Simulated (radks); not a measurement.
The germanium ion Ge2+, configuration [Ar] 3d10 4s1 4p1 (not the ground configuration).

All-electron calculation, Dirac Kohn-Sham, PBEsol, spin-unpolarised, spherical densities, finite nucleus; open shells are shared between the two j in proportion to 2j + 1; Fermi nuclear charge, rms radius 4.0742 fm. Program: a radial shooting solver on a logarithmic mesh with Libxc functionals.

Energy parts (hartree):
total: -2096.18814
kinetic: 2140.40268
electron-nucleus: -5037.20283
Hartree: 878.07364
exchange-correlation: -77.46163

Orbitals (lengths in bohr, moments of r in powers of bohr; r(90%) holds 90 % of the orbital's charge):
orbital,occ.,eigenvalue (hartree),r(90%),<r^4>,<r^2>,small-component weight
1s1/2,2,-403.1617,0.0840,0.00002279,0.002976,1.34e-02
2s1/2,2,-51.14551,0.325,0.004702,0.05204,2.59e-03
2p1/2,2,-45.59497,0.297,0.003299,0.04038,2.58e-03
2p3/2,4,-44.42502,0.302,0.003522,0.04187,2.53e-03
3s1/2,2,-6.97339,0.934,0.3271,0.4501,5.94e-04
3p1/2,2,-5.14364,0.984,0.4039,0.4821,5.45e-04
3p3/2,4,-4.98638,1.00,0.4315,0.4983,5.31e-04
3d3/2,4,-1.88239,1.23,1.082,0.6727,4.03e-04
3d5/2,6,-1.86072,1.24,1.114,0.6822,3.99e-04
4s1/2,1,-1.11113,2.84,27.61,4.211,8.12e-05
4p1/2,0.333333,-0.76622,3.40,56.41,5.933,5.86e-05
4p3/2,0.666667,-0.75443,3.44,59.23,6.086,5.74e-05

The highest occupied level is 4p3/2 at -20.529 eV. The electron density at the nucleus is 3.165e+04 e/bohr^3.
